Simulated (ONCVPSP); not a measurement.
## Pseudopotential generation for I: ONCV, PBE, scalar-relativistic.

- Element: I (Z = 53)
- Generator: ONCVPSP 4.0.1
- Type: optimised norm-conserving Vanderbilt (ONCV)
- Functional: PBE
- Relativity: scalar-relativistic
- Frozen core: [Kr]
- Valence charge: 17
- Reference configuration: 4d10 5s2 5p5
- Partial waves: 5s: rc 1.55 bohr, ncon 4, nbas 7, qcut 4.4 1/bohr, 2 projectors, debl 3.8 Ha; 5p: rc 2.10 bohr, ncon 5, nbas 9, qcut 4.7 1/bohr, 3 projectors, debl 1.7 Ha; 4d: rc 1.20 bohr, ncon 4, nbas 8, qcut 15 1/bohr, 2 projectors, debl 0.4 Ha
- Local potential: polynomial inside 1.20 bohr (lpopt 1, dvloc0 0 Ha)
- Core correction: Teter function, fcfact 5.75, rcfact 1.25

In the d channel the program set the typed energies aside and used -1.848, 0.250 Ha.

All-electron outer shells of the reference configuration (PBE, scalar-relativistic, ld1.x):

| shell | level (eV) | outermost node (bohr) | outermost maximum (bohr) |
| --- | --- | --- | --- |
| 4s | -180.60 | 0.37 | 0.68 |
| 4p | -127.57 | 0.37 | 0.72 |
| 4d | -50.28 | 0.35 | 0.78 |
| 5s | -17.41 | 0.88 | 1.70 |
| 5p | -7.09 | 0.96 | 2.02 |

(1) Estimate the cutoffs (Ha) at which the residual kinetic energy of the hardest occupied pseudo-wave falls to 1 and 0.1 mHa per electron.

(2) Does the potential have ghost states?

(3) Which valence shell sets the plane-wave cutoff?

## Answers

(1) 62 Ha and 74 Ha.

(2) Ghosts flagged at negative energy: s at -93.7 eV, p at -95.0 eV; no localised positive-energy state flagged. A true bound ghost makes a file unfit for plane-wave use.

(3) 4d: 62 Ha for 1 mHa per electron, against 24 Ha for 5s.

Its largest configuration-test error is -8.5 meV (4d10 5s2 5p3). 1 of 4 tests not solved or not reliable.
